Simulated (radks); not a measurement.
Spherical quantum dot in the effective-mass picture: electrons in a well V = -V0 / (1 + exp((r - R)/a)) with V0 = 28.7, R = 1.68, a = 0.18, with a point charge +2 (a donor) at the centre, all in effective atomic units (hartree* = m*/eps^2 hartree, bohr* = eps/m* bohr), one dielectric constant everywhere. Calculated with a radial shooting solver with Libxc functionals: non-relativistic Kohn-Sham, r2SCAN, spin-polarised, spherical densities, generalised Kohn-Sham scheme. Levels are named by radial order and angular momentum (1s, 1p, 1d, 2s, ...), and open shells are averaged over m. Each electron was tried in the lowest free levels, single moves between levels near the top were tried too, and the lowest total energy was kept; such a search can miss a lower state. The series stops at N = 24: beyond it a trial failed or the search could not be trusted, so later rows were left out. At N = 1 the Hartree and exchange-correlation terms need not cancel, so that row can carry a self-interaction error.

N                         open shells  2S  mu = E(N) - E(N-1) (hartree*)  addition energy mu(N+1) - mu(N) (hartree*)  e(HOMO) (hartree*)  rms radius (bohr*)
1                    1s(up 1, down 0)   1                        -30.272                                       1.500             -29.744              0.6354
2                                none   0                        -28.772                                       4.207             -28.281              0.6724
3                    1p(up 1, down 0)   1                        -24.565                                      0.7854             -24.183              0.7849
4                    1p(up 2, down 0)   2                        -23.780                                      0.8295             -23.370              0.8408
5                    1p(up 3, down 0)   3                        -22.950                                       1.216             -22.528              0.8766
6                    1p(up 3, down 1)   2                        -21.734                                      0.7563             -21.364              0.9044
7                    1p(up 3, down 2)   1                        -20.977                                      0.7956             -20.584              0.9261
8                                none   0                        -20.182                                       3.069             -19.777              0.9441
9                    2s(up 1, down 0)   1                        -17.113                                       1.029             -16.713              0.9619
10  1d(up 1, down 0) 2s(up 1, down 0)   2                        -16.084                                      0.7343             -15.718              0.9851
11  1d(up 2, down 0) 2s(up 1, down 0)   3                        -15.350                                      0.7415             -14.980               1.005
12  1d(up 3, down 0) 2s(up 1, down 0)   4                        -14.608                                      0.7446             -14.236               1.021
13  1d(up 4, down 0) 2s(up 1, down 0)   5                        -13.863                                      0.7455             -13.491               1.036
14  1d(up 5, down 0) 2s(up 1, down 0)   6                        -13.118                                       1.087             -12.745               1.049
15  1d(up 5, down 1) 2s(up 1, down 0)   5                        -12.030                                      0.6970             -11.684               1.062
16  1d(up 5, down 2) 2s(up 1, down 0)   4                        -11.333                                      0.7087             -10.981               1.073
17  1d(up 5, down 3) 2s(up 1, down 0)   3                        -10.625                                      0.7154             -10.268               1.084
18  1d(up 5, down 4) 2s(up 1, down 0)   2                        -9.9094                                      0.7189             -9.5504               1.093
19                   2s(up 1, down 0)   1                        -9.1906                                      0.9192             -8.8305               1.102
20                               none   0                        -8.2714                                       3.090             -7.8659               1.106
21                   1f(up 1, down 0)   1                        -5.1813                                      0.6762             -4.8436               1.117
22                   1f(up 2, down 0)   2                        -4.5051                                      0.6783             -4.1662               1.128
23                   1f(up 3, down 0)   3                        -3.8268                                      0.6793             -3.4872               1.138
24                   1f(up 4, down 0)   4                        -3.1475                                           -             -2.8076               1.147

All shells are closed at N = 2, 8, 20 (there: 1s2 1p6 1d10 2s2); the second difference of the energy has clear peaks (12 % above both neighbours; the first and last values, which can be the largest, are not judged, and half-filled shells can peak too) at N = 2, 5, 8, 14, 20.
